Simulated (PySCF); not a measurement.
# EPR parameters of C7H12N

Compound: C₇H₁₂N (doublet state).
SMILES with atom numbers: `[CH2:1]=[C:2][C@@H:3]1[CH2:4][N:5]1[CH:6]([CH3:7])[CH3:8]` (hydrogens: H9, H10 on C1; H11 on C3; H12, H13 on C4; H14 on C6; H15, H16, H17 on C7; H18, H19, H20 on C8)

Cartesian coordinates in Å at the GFN2-xTB level; atoms count from 1:
```
atom  x, y, z in Å
C1     2.699   -0.347    1.188
C2     1.672   -0.805    0.551
C3     1.045   -1.125   -0.680
C4     0.909   -0.130   -1.805
N5    -0.242   -0.541   -1.060
C6    -0.862    0.422   -0.172
C7    -1.903    1.199   -0.976
C8    -1.503   -0.328    0.991
H9     2.728   -0.289    2.268
H10    3.613   -0.001    0.699
H11    1.117   -2.175   -0.956
H12    0.971   -0.490   -2.823
H13    1.310    0.866   -1.641
H14   -0.116    1.133    0.230
H15   -1.430    1.715   -1.808
H16   -2.647    0.513   -1.372
H17   -2.396    1.932   -0.343
H18   -2.216   -1.055    0.612
H19   -2.017    0.367    1.650
H20   -0.737   -0.851    1.560
```

The hyperfine couplings belong to this conformer and change with its torsions.

Computed, not measured: PySCF, UKS B3LYP, pcH-1 on C H N, non-relativistic, mean-field spin-orbit, GIAO. Isolated species at its GFN2-xTB geometry (one conformer only). Couplings are sensitive to structure, and on GFN2-xTB geometries they can be far from those on DFT ones. Stability of the SCF solution: not tested.

```json
{"g1, g2, g3": "2.00158, 2.00239, 2.00302", "g_iso": "2.00233", "Form of g": "rhombic: the two nearest values differ by 44 % of g3 − g1", "⟨S²⟩": "0.7594 (exact 0.7500)"}
```

Isotropic coupling and dipolar principal values T1 to T3, in G (MHz turned into gauss with g_iso; 10 G = 1 mT):

```tsv
atom	isotope	a_iso	T1	T2	T3	Mulliken spin population
C1	13C	-4.3	-5.9	0.7	5.1	-0.16
C2	13C	74.4	-27.9	-20.9	48.8	0.92
C3	13C	-1.9	-2.7	-0.8	3.5	-0.08
C4	13C	15.4	-4.1	-3.9	8.0	0.12
N5	14N	0.6	-1.5	-1.2	2.8	0.05
C6	13C	-0.6	-0.4	-0.1	0.5	0.00
C7	13C	1.2	-0.2	-0.2	0.3	0.00
C8	13C	2.9	-0.6	-0.4	1.0	0.01
H9	1H	42.1	-2.1	-1.7	3.8	0.05
H10	1H	61.8	-1.5	-0.7	2.2	0.09
H11	1H	2.9	-2.0	-1.1	3.2	0.00
H12	1H	5.2	-2.1	-0.4	2.5	0.01
H13	1H	-2.7	-2.1	-0.4	2.4	-0.01
H14	1H	0.2	-1.3	-1.0	2.3	0.00
H15	1H	0.0	-0.4	-0.2	0.6	0.00
H16	1H	0.4	-0.4	-0.3	0.6	0.00
H17	1H	0.6	-0.3	-0.2	0.5	0.00
H18	1H	0.1	-0.5	-0.5	1.0	0.00
H19	1H	0.5	-0.6	-0.4	1.0	0.00
H20	1H	1.0	-2.5	-1.4	3.9	0.00
```

The largest Mulliken spin populations are on C2 (+0.92), C1 (-0.16), C4 (+0.12) and H10 (+0.09). C2 is the only atom above +0.15.

Axes: g1 points within 15° of the C2–C3 bond and g2 points within 11° of the C4–N5 bond.

Under fast tumbling the dipolar parts average out, and these isotropic splittings remain (the largest six): 1 × 1H (H10, I = 1/2, 2 lines) with 6.18 mT, 1 × 1H (H9, I = 1/2, 2 lines) with 4.21 mT, 1 × 1H (H12, I = 1/2, 2 lines) with 0.52 mT, 1 × 1H (H11, I = 1/2, 2 lines) with 0.29 mT, 1 × 1H (H13, I = 1/2, 2 lines) with 0.27 mT and 1 × 14N (N5, I = 1, 3 lines) with 0.06 mT.

Nuclei that the bonding pattern makes equivalent are averaged, as if the motion that swaps them (rotation, inversion, ring flip) were fast.

The 13C coupling of C2 (208.5 MHz) shows only in satellite lines or after enrichment, since that isotope makes up about 1.07 % of natural carbon.

On an Arm Neoverse V1 with one thread, on a shared host, this took 1.7 min (with the writing of density and orbital grids) and 1.1 GiB of memory at its peak.
